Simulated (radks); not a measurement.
The numbers below are computed, except where a source is named.
Problem. The mean radii <r> (bohr) of the occupied orbitals of an atom or ion are listed with their occupations. Code: a radial shooting solver on a logarithmic mesh with Libxc functionals. Model: Dirac Kohn-Sham, LDA (Slater exchange, Perdew-Wang correlation), spin-unpolarised, spherical densities, finite nucleus; Fermi nuclear charge, rms radius of each element as measured or else 0.836 A^(1/3) + 0.57 fm.

| orbital | occ. | <r> |
|---|---|---|
| 1s1/2 | 2 | 0.04414 |
| 2s1/2 | 2 | 0.1960 |
| 2p1/2 | 2 | 0.1686 |
| 2p3/2 | 4 | 0.1724 |
| 3s1/2 | 2 | 0.5747 |
| 3p1/2 | 2 | 0.5825 |
| 3p3/2 | 4 | 0.5931 |
| 3d3/2 | 4 | 0.6243 |
| 3d5/2 | 6 | 0.6285 |
| 4s1/2 | 2 | 1.636 |
| 4p1/2 | 1 | 1.857 |

Name the element and its charge. Open shells, if any, fill j = l - 1/2 first.

Solution. Z = 34, selenium, charge +3: Se3+ in [Ar] 3d10 4s2 4p1. The 1s radius gives Z: for a bare nucleus <r> = (2 gamma + 1)/(2Z) with gamma = sqrt(1 - (Z/c)^2), 0.0432 bohr for Z = 34, and screening makes it slightly larger (0.04414 here). The occupations add up to 31, and the charge is Z minus that.
